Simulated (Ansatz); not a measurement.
Two structures of GeSiH7F, closed shell, reached by relaxing down either side of one saddle point (PBE0-D4/def2-TZVP). Energies are electronic, without zero-point energy. Program: Ansatz 0.2.0. Basis: def2-TZVPP and def2-QZVPP. Cores are frozen in the correlated methods. Filled d shells of the heavier atoms are correlated. The def2 sets are not built for correlating such inner shells, so the correlated values are less sure here. Extrapolation: Hartree–Fock as exp(−7.88 √X), correlation as X^−2.97. First:

```csv
atom,x (Å),y (Å),z (Å)
Ge1,-1.0987,0.7715,-0.3608
Si2,0.2952,-1.1551,-0.4753
H3,-0.3099,2.0253,-0.7590
H4,-1.6619,0.9400,1.0558
H5,-2.2657,0.5810,-1.3445
H6,1.6132,0.3897,1.4491
F7,1.5487,1.2009,1.8921
H8,0.8622,-1.3325,-1.8364
H9,-0.4434,-2.3816,-0.0808
H10,1.4601,-1.0392,0.4599
```

Second:

```tsv
atom	x (Å)	y (Å)	z (Å)
Ge1	-1.1455	1.8519	0.2597
Si2	1.0749	-1.8452	-0.3090
H3	-0.9661	3.0873	-0.6302
H4	-2.3501	1.9714	1.2004
H5	-1.1590	0.5471	-0.5461
H6	1.5847	-0.8363	0.6504
F7	0.2649	1.7759	1.2797
H8	1.0023	-1.2488	-1.6679
H9	-0.2851	-2.2806	0.1012
H10	1.9789	-3.0228	-0.3382
```

**Question.** Which bonds change from the first to the second?

**Answer.** GeSiH₆ ([SiH3][GeH3]) + HF → GeH₃F ([F][GeH3]) + SiH₄; bonds formed: Ge1–F7, Si2–H6; bonds broken: Ge1–Si2, H6–F7.

**Question.** Give the saddle point's structure and its height above each. (An estimate is asked for; the value comes from the calculation.)

**Answer.** The calculation gives: 49.47 kcal/mol above the first and 56.00 kcal/mol above the second (CCSD(T) at an estimated basis limit (MP2 extrapolated from triple and quadruple zeta, plus CCSD(T) − MP2 in triple zeta)).
Ge1  (-0.776, 1.082, 0.069)
Si2  (0.621, -1.248, -0.283)
H3  (-0.315, 2.354, -0.640)
H4  (-1.727, 1.216, 1.256)
H5  (-1.490, 0.194, -0.996)
H6  (0.785, 0.208, 0.710)
F7  (0.822, 1.260, 1.364)
H8  (0.768, -1.063, -1.748)
H9  (-0.545, -2.120, 0.010)
H10  (1.857, -1.882, 0.258)
(Å)

No T1 diagnostic of these runs exceeds 0.015. The end structure is not quite a true minimum (one mode of 41i cm⁻¹).

Steps of this kind, hydrogen fluoride cutting a network bond, underlie vapour etching and the fluorination step of atomic layer etching.

Labels in which every atom is bracketed show which atoms are joined, not bond orders.

For scale, one of the runs: CCSD(T)/def2-TZVPP, 219 basis functions, launched by `ansatz run in.yaml --threads 4 --pin off --events-out ev --progress --plain --max-ram 9574MiB`. The run took 110 s on 4 CPU threads of an Intel Xeon (shared host), with 3.2 GiB of host memory at its peak.
